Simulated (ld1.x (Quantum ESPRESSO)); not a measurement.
**Se (Z = 34), RRKJ: configuration errors across variants**

| Item | Value |
| --- | --- |
| Element | Se (Z = 34) |
| Generator | ld1.x (Quantum ESPRESSO) 7.5 |
| Type | norm-conserving RRKJ (Kleinman–Bylander form) |
| Functional | PBE |
| Relativity | fully relativistic |
| Frozen core | [Ar] 3d10 |
| Valence charge | 6 |
| Reference configuration | 4s2 4p4 |
| Partial waves | 4s (bound): rc 1.40 bohr; 4p (bound): rc 1.60 bohr; 4d channel at -0.1 Ry: rc 1.50 bohr |
| Local potential | the d channel |
| Core correction | Bessel-smoothed model core inside 0.75 bohr |
| rho0 | 0.01 |

Open shells are filled in proportion to 2j + 1 (rel_dist='average').

All-electron excitation energies from the reference (eV): (1) 4s2 4p3 10.849; (2) 4s2 4p2 31.202; (3) 4s1 4p5 10.874; (4) 4s0 4p6 21.949; (5) 4s1 4p4 22.379.

Tests that are not counted but printed errors over 1 eV. “base”: 4s2 4p1 (solver errors, printed error -55.8 eV); 4s2 4p0 (solver errors, printed error -17.2 eV). “core correction Bessel-smoothed model core inside 0.58 bohr”: 4s2 4p1 (pseudo-atom not self-consistent, printed error +36.0 eV); 4s2 4p0 (solver errors, printed error -28.6 eV). “core correction Bessel-smoothed model core inside 0.74 bohr”: 4s2 4p1 (solver errors, printed error -55.8 eV); 4s2 4p0 (solver errors, printed error -19.9 eV). “core correction Bessel-smoothed model core inside 0.86 bohr”: 4s2 4p1 (solver errors, printed error -150 eV); 4s2 4p0 (solver errors, printed error -18.4 eV). “core correction Bessel-smoothed model core inside 1.00 bohr”: 4s2 4p1 (pseudo-atom not self-consistent, printed error -8.3 eV); 4s2 4p0 (solver errors, printed error -28.6 eV).

A true bound ghost makes a file unfit for plane-wave use even where its test errors are small: the radial tests pick states by their node count and pass the ghost by. Where a test does run into it, the solver fails or the error is huge.

Errors AE − PS in meV (a dash: test not solved or not reliable):

```csv
change,(1),(2),(3),(4),(5),bound ghosts
base,+0.5,+3.9,-7.4,-35,-10,"s, p3/2, p1/2"
core correction Bessel-smoothed model core inside 0.58 bohr,+0.5,+3.9,-7.4,-35,-10,"s, p3/2, p1/2"
core correction Bessel-smoothed model core inside 0.74 bohr,+0.5,+3.9,-7.4,-35,-10,"s, p3/2, p1/2"
core correction Bessel-smoothed model core inside 0.86 bohr,+0.5,+3.9,-7.4,-35,-10,"s, p3/2, p1/2"
core correction Bessel-smoothed model core inside 1.00 bohr,+0.5,+3.9,-7.4,-35,-10,"s, p3/2, p1/2"
core correction Bessel-smoothed model core inside 1.24 bohr,+0.6,+4.3,-7.1,-33,-9.7,"s, p3/2, p1/2"
core correction Bessel-smoothed model core inside 1.38 bohr,+0.6,+4.9,-6.9,-32,-9.2,"s, p3/2, p1/2"
core correction Bessel-smoothed model core inside 1.52 bohr,+0.6,+4.8,-6.7,-31,-9.2,"s, p3/2, p1/2"
core correction Bessel-smoothed model core inside 1.64 bohr,+0.4,+3.0,-6.4,-30,-9.6,"s, p3/2, p1/2"
```

(1) Give the same row for: core correction none.

Answers

(1) -0.6, -2.7, +1.6, +6.7, +1.7; bound ghosts: s, p3/2, p1/2. Not counted: 4s2 4p1 (solver errors, printed error -64.4 eV); 4s2 4p0 (solver errors, printed error -17.9 eV).
